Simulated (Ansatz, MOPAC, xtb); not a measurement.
Spectroscopic constants of TcF, multiplicity 7 (lowest of 2S+1 = 1, 3, 5, 7 at CCSD(T)/def2-TZVPP on PBE0 minima; our sources give no spin for the ground state, which may be another). No spin–orbit coupling.

The constants come from a fifth-degree fit in 1/R (seven points, main isotopes). In def2 and cc sets the state is the lowest found near the PBE0 minimum, followed along R.

Codes used: Ansatz (Gaussian orbitals); MOPAC for PM6, PM7 (differences of heats of formation); xtb for the GFN methods. Each number belongs to the level named beside it. In def2 rows elements past Kr take small-core potentials, without spin–orbit coupling. The GFN methods have no spin term and hold the electronic entropy of 300 K.

| level | r_e (Å) | ω_e (cm⁻¹) | B_e (cm⁻¹) | ω_e x_e (cm⁻¹) | dipole (D) |
|---|---|---|---|---|---|
| PM6 | 1.993 | 669 | 0.267 | 4.2 | - |
| PM7 | 2.025 | 475 | 0.259 | 5.1 | - |
| GFN1-xTB | 1.969 | 393 | 0.274 | 0.72 | - |
| SVWN5/def2-TZVPP | 1.936 | 584 | 0.283 | 2.9 | 1.37 |
| PBE/def2-TZVPP | 1.972 | 546 | 0.273 | 2.8 | 1.59 |
| r2SCAN/def2-TZVPP | 1.965 | 564 | 0.275 | 2.7 | 1.87 |
| B97M-V/def2-TZVPP | 1.975 | 554 | 0.272 | 2.7 | 2.13 |
| B3LYP/def2-TZVPP | 1.976 | 552 | 0.272 | 2.7 | 2.02 |
| PBE0/def2-TZVPP | 1.961 | 566 | 0.276 | 2.7 | 1.96 |
| BHLYP/def2-TZVPP | 1.971 | 565 | 0.273 | 2.7 | 2.39 |
| CAM-B3LYP/def2-TZVPP | 1.965 | 568 | 0.275 | 2.7 | 2.02 |
| wB97X-V/def2-TZVPP | 1.962 | 571 | 0.276 | 2.6 | 1.83 |
| wB97M-V/def2-TZVPP | 1.968 | 565 | 0.274 | 2.6 | 1.93 |
| B2PLYP/def2-TZVPP | 1.972 | 561 | 0.273 | 2.7 | - |
| CCSD/def2-TZVPP | 1.971 | 571 | 0.273 | 2.7 | - |
| CCSD/def2-QZVPP | 1.975 | 563 | 0.272 | 2.6 | - |
| CCSD(T)/def2-TZVPP | 1.968 | 572 | 0.274 | 2.7 | - |
| CCSD(T)/def2-QZVPP | 1.974 | 563 | 0.272 | 2.7 | - |
| CCSD(T)/CBS(def2-TZVPP, def2-QZVPP) | 1.977 | 558 | 0.272 | 2.6 | - |

Correlated levels freeze the inner cores; with def2 sets outer-core shells near the valence are correlated too. CBS: X⁻³ extrapolation of the correlation energy, Hartree–Fock from the larger set. The state that PM6, PM7 reach isn't checked; PM7 holds dispersion and hydrogen-bond terms.

Ansatz is a program for electronic structure.
